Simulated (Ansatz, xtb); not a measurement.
H4Si3Te: where a starting geometry ends

The starting geometry of this gas-phase singlet was built from a drawn formula by distance geometry and a force field; its bonds are those of `[SiH2]=[Te]1[SiH]=[SiH]1`.

| atom | x (Å) | y (Å) | z (Å) |
| --- | --- | --- | --- |
| Si | 0.2609 | 1.1836 | 0.9148 |
| Si | -1.1066 | 1.9766 | -2.0223 |
| Si | 0.0711 | 0.2342 | -2.2365 |
| Te | 1.1062 | 2.0364 | -1.0357 |
| H | 1.2144 | 0.9225 | 2.0326 |
| H | -1.1624 | 0.9729 | 1.0447 |
| H | -2.3702 | 2.6654 | -2.2883 |
| H | 0.2518 | -1.1355 | -2.8037 |

Q: Predict what becomes of its bonds when it is optimised with r2SCAN-D4/def2-SVP.

A: A new bond forms, giving a structure given below by its coordinates. Distances that change by over a tenth: Si1–Te4 (2.29 → 2.56 Å), Si2–Si3 (2.11 → 2.36 Å), Si2–Te4 (2.42 → 2.73 Å). Contacts that close: Si1–Si3 (3.30 → 2.30 Å).

The energy falls by 4.96 eV over 15 steps:

```csv
step,E − E(last) (eV)
1,4.955
3,3.509
4,3.139
6,2.312
7,1.766
9,0.516
10,0.203
12,0.003
13,0.002
15,0.000
```

Final geometry (Å):

```
atom    x (Å)    y (Å)    z (Å)
  Si   0.0108   0.8732   0.4826
  Si  -1.1142   2.0951  -2.7970
  Si  -0.2425   0.1922  -1.7003
  Te   1.1104   2.4108  -1.2421
   H   0.9558   0.3080   1.4942
   H  -1.1742   1.5137   1.1183
   H  -2.0085   2.3063  -1.5701
   H   0.7277  -0.8431  -2.1800
```

From the same start GFN2-xTB ends elsewhere, differing in Si1–Si3 (3.85 against 2.30 Å here), Si1–H8 (1.46 against 3.25 Å here), Si2–Te4 (3.77 against 2.73 Å here), Si3–H8 (4.00 against 1.50 Å here).

The end wasn't checked by frequencies. Atoms past krypton carry core potentials, without spin–orbit terms. Run with Ansatz 0.2.0, 20 s on 2 threads of Intel(R) Xeon(R) 6975P-C (Granite Rapids) (shared host).
